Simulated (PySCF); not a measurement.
BiF3, SMILES [F][Bi]([F])[F].

The structure is a stationary point at B3LYP-D3(BJ)/def2-SVP. The isomer is the one that the SMILES or the coordinates give; other isomers of the formula were not compared. The def2 effective core potentials stand for the cores of Bi; spin–orbit coupling is left out.

Two levels are set side by side: PBE/def2-TZVPD (PySCF) and ωB97X/def2-TZVPD (PySCF). Same geometry, gas phase. Differences are taken from unrounded values.

| quantity | ωB97X | PBE | PBE minus ωB97X |
|---|---|---|---|
| orbital gap (eV) | 12.39 | 5.97 | -6.42 |
| highest occupied level (eV) | -12.50 | -8.71 | 3.79 |
| lowest empty level (eV) | -0.11 | -2.74 | -2.63 |
| dipole moment (D) | 5.35 | 4.94 | -0.42 |
| mean polarisability (bohr³) | 40.3 | 43.1 | 2.8 |

Without exact exchange PBE keeps part of each electron's self-repulsion, which lifts occupied levels and narrows the gap. PBE's more diffuse valence density responds more strongly to a field. Differences between two approximate levels are no errors against the true value.

Rough cost on one machine, each run with all the roots and properties that it gave: ωB97X against PBE within a factor of 2.
